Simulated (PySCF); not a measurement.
Basis-set dependence of population analyses: `C[SiH2]C(C)=O`

Species: C3H8OSi.
Geometry (PBE0-D3(BJ)/def2-SVP, Å), atoms numbered from 1 in this order:
```xyz
13
C3H8OSi angstrom
C     -2.2175    0.0511   -0.2649
Si    -0.6255    0.1902    0.7047
C      0.8219   -0.3140   -0.4905
C      2.2537   -0.0535   -0.1012
O      0.5314   -0.8483   -1.5390
H     -2.2358    0.7989   -1.0718
H     -3.1025    0.1996    0.3713
H     -2.2700   -0.9444   -0.7299
H     -0.3855    1.5703    1.2364
H     -0.5900   -0.7500    1.8711
H      2.9348   -0.5405   -0.8133
H      2.4375    1.0341   -0.1004
H      2.4499   -0.4088    0.9234
```

PBE0 throughout (PySCF), one geometry, spherical d and f functions. Geometry: PBE0-D3(BJ)/def2-SVP, one conformer, isolated molecule. Atoms taken as equivalent share a column and are averaged. The first 7 of 8 kinds of atom are listed.

Mulliken charges (e):

```
        basis  functions      C1     Si2      C3      C4      O5  H6/H7/H8  H9/H10
       STO-3G         37  -0.398  +0.584  +0.012  -0.263  -0.194    +0.078  -0.121
        6-31G         65  -0.808  +0.654  +0.114  -0.566  -0.390    +0.205  -0.107
     pcSseg-0         65  -1.169  +0.864  -0.053  -0.695  -0.446    +0.270  -0.041
       6-31G*         90  -0.761  +0.433  +0.241  -0.613  -0.393    +0.208  -0.072
      cc-pVDZ        114  -0.260  +0.272  -0.054  -0.060  -0.216    +0.074  -0.052
     def2-SVP        114  -0.349  +0.418  -0.116  -0.045  -0.232    +0.086  -0.066
     pcSseg-1        132  -0.622  +0.580  -0.053  -0.272  -0.346    +0.152  -0.079
6-311+G(2d,p)        191  -0.693  +0.597  +0.333  -0.773  -0.366    +0.172  -0.065
  aug-cc-pVDZ        191  +0.437  -0.128  +0.357  +0.222  -0.563    -0.226  +0.278
    def2-TZVP        209  -0.490  +0.175  +0.132  -0.346  -0.287    +0.148  -0.021
     IGLO-III        264  -0.614  +0.715  +0.198  -0.423  -0.398    +0.151  -0.167
      cc-pVTZ        266  -0.379  +0.230  +0.086  -0.276  -0.258    +0.113  -0.036
```

IAO charges (e):

| basis | functions | C1 | Si2 | C3 | C4 | O5 | H6/H7/H8 | H9/H10 |
| --- | --- | --- | --- | --- | --- | --- | --- | --- |
| STO-3G | 37 | -0.647 | +0.702 | -0.031 | -0.438 | -0.184 | +0.135 | -0.119 |
| 6-31G | 65 | -0.698 | +0.554 | +0.139 | -0.484 | -0.359 | +0.169 | -0.083 |
| pcSseg-0 | 65 | -0.702 | +0.558 | +0.117 | -0.478 | -0.338 | +0.168 | -0.080 |
| 6-31G* | 90 | -0.703 | +0.664 | +0.156 | -0.469 | -0.383 | +0.162 | -0.116 |
| cc-pVDZ | 114 | -0.701 | +0.658 | +0.159 | -0.469 | -0.379 | +0.161 | -0.115 |
| def2-SVP | 114 | -0.696 | +0.675 | +0.152 | -0.459 | -0.378 | +0.159 | -0.120 |
| pcSseg-1 | 132 | -0.707 | +0.682 | +0.155 | -0.467 | -0.391 | +0.162 | -0.119 |
| 6-311+G(2d,p) | 191 | -0.725 | +0.694 | +0.163 | -0.481 | -0.405 | +0.167 | -0.121 |
| aug-cc-pVDZ | 191 | -0.714 | +0.663 | +0.170 | -0.478 | -0.404 | +0.165 | -0.113 |
| def2-TZVP | 209 | -0.729 | +0.703 | +0.162 | -0.481 | -0.403 | +0.167 | -0.124 |
| IGLO-III | 264 | -0.729 | +0.703 | +0.162 | -0.482 | -0.405 | +0.167 | -0.123 |
| cc-pVTZ | 266 | -0.726 | +0.689 | +0.164 | -0.482 | -0.399 | +0.167 | -0.120 |

Hirshfeld charges (e):

| basis | functions | C1 | Si2 | C3 | C4 | O5 | H6/H7/H8 | H9/H10 |
| --- | --- | --- | --- | --- | --- | --- | --- | --- |
| STO-3G | 37 | -0.120 | +0.352 | +0.036 | -0.055 | -0.154 | +0.015 | -0.085 |
| 6-31G | 65 | -0.188 | +0.289 | +0.083 | -0.104 | -0.225 | +0.048 | -0.077 |
| pcSseg-0 | 65 | -0.191 | +0.321 | +0.085 | -0.116 | -0.212 | +0.042 | -0.077 |
| 6-31G* | 90 | -0.188 | +0.289 | +0.084 | -0.103 | -0.226 | +0.050 | -0.080 |
| cc-pVDZ | 114 | -0.199 | +0.313 | +0.083 | -0.119 | -0.209 | +0.048 | -0.083 |
| def2-SVP | 114 | -0.202 | +0.322 | +0.089 | -0.123 | -0.217 | +0.048 | -0.084 |
| pcSseg-1 | 132 | -0.208 | +0.327 | +0.087 | -0.125 | -0.221 | +0.047 | -0.081 |
| 6-311+G(2d,p) | 191 | -0.207 | +0.329 | +0.075 | -0.124 | -0.228 | +0.048 | -0.079 |
| aug-cc-pVDZ | 191 | -0.216 | +0.328 | +0.078 | -0.132 | -0.223 | +0.050 | -0.078 |
| def2-TZVP | 209 | -0.210 | +0.322 | +0.079 | -0.127 | -0.224 | +0.050 | -0.079 |
| IGLO-III | 264 | -0.212 | +0.325 | +0.081 | -0.133 | -0.226 | +0.049 | -0.076 |
| cc-pVTZ | 266 | -0.210 | +0.320 | +0.082 | -0.128 | -0.220 | +0.050 | -0.080 |

ESP-fitted charges (e):

```tsv
basis	functions	C1	Si2	C3	C4	O5	H6/H7/H8	H9/H10
STO-3G	37	-0.466	+0.455	+0.353	-0.484	-0.303	+0.107	-0.120
6-31G	65	-0.566	+0.462	+0.503	-0.486	-0.483	+0.149	-0.141
pcSseg-0	65	-0.755	+0.586	+0.493	-0.602	-0.468	+0.189	-0.155
6-31G*	90	-0.548	+0.422	+0.469	-0.534	-0.429	+0.147	-0.130
cc-pVDZ	114	-0.482	+0.387	+0.444	-0.483	-0.412	+0.131	-0.123
def2-SVP	114	-0.513	+0.428	+0.453	-0.472	-0.430	+0.136	-0.132
pcSseg-1	132	-0.573	+0.517	+0.461	-0.495	-0.454	+0.146	-0.152
6-311+G(2d,p)	191	-0.544	+0.446	+0.500	-0.557	-0.470	+0.146	-0.136
aug-cc-pVDZ	191	-0.533	+0.450	+0.494	-0.530	-0.469	+0.142	-0.138
def2-TZVP	209	-0.539	+0.446	+0.495	-0.552	-0.459	+0.144	-0.137
IGLO-III	264	-0.534	+0.453	+0.483	-0.530	-0.463	+0.142	-0.138
cc-pVTZ	266	-0.529	+0.440	+0.468	-0.526	-0.441	+0.141	-0.135
```

Some averages cover members that differ in this geometry, most widely: H6/H7/H8, Mulliken in aug-cc-pVDZ -0.320 to -0.169 e.

Task: Which scheme is steadiest as the basis changes?

Result: Largest range over the bases for any column: Hirshfeld 0.10 e, IAO 0.22 e, ESP-fitted 0.29 e, Mulliken 1.61 e. Hirshfeld charges move least and Mulliken charges most, counted in e. Without the minimal STO-3G basis the ranges are Hirshfeld 0.04, IAO 0.15, ESP-fitted 0.27, Mulliken 1.61 e.

Task: How much do the charges still move between the two largest bases, IGLO-III and cc-pVTZ?

Result: At most, over all atoms: Mulliken 0.485 e, IAO 0.015 e, Hirshfeld 0.006 e, ESP-fitted 0.022 e.

Task: What do the same runs give for the total energy, the frontier levels and the dipole moment?

Result: 
```tsv
basis	energy (Eh)	HOMO (eV)	LUMO (eV)	μ (D)
STO-3G	-477.7110	-3.47	2.82	1.42
6-31G	-483.3834	-6.60	-0.75	2.02
pcSseg-0	-482.6902	-6.82	-1.00	2.20
6-31G*	-483.4692	-6.51	-0.68	1.73
cc-pVDZ	-483.4995	-6.55	-0.76	1.66
def2-SVP	-483.2591	-6.65	-0.87	1.78
pcSseg-1	-483.4626	-6.79	-0.99	1.97
6-311+G(2d,p)	-483.5621	-6.81	-1.12	1.97
aug-cc-pVDZ	-483.5150	-6.78	-1.09	1.96
def2-TZVP	-483.5782	-6.77	-1.06	1.88
IGLO-III	-483.5845	-6.79	-1.10	1.95
cc-pVTZ	-483.5745	-6.73	-1.00	1.82
```

The dipole is fixed by the density alone, so its range of 0.78 D shows that the density itself changes with the basis, not only its division among atoms.
